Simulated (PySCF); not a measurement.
A structure optimised at PBE-D3(BJ)/def2-SVP, used in a PySCF frequency run:

```
C
O 1 1.4043
H 1 1.1189 2 108.71
H 1 1.1189 3 105.37 2 -116.37
C 1 1.5251 3 108.63 4 -116.24
H 5 1.1098 1 110.93 3 57.06
H 5 1.1112 6 107.64 1 122.06
H 5 1.1112 6 107.64 7 115.87
In 2 2.0323 1 130.34 3 122.90
H 9 1.7256 2 105.62 1 180.00
H 9 1.7312 10 134.97 2 180.00
```
Charge 0, spin multiplicity 1.

Question: Write its SMILES, formula and point group.

Answer: CC[O][InH2], C2H7InO, Cs

Question: What are its rotational constants (standard atomic weights)?

Answer: 10.939, 1.8895, 1.6450 GHz
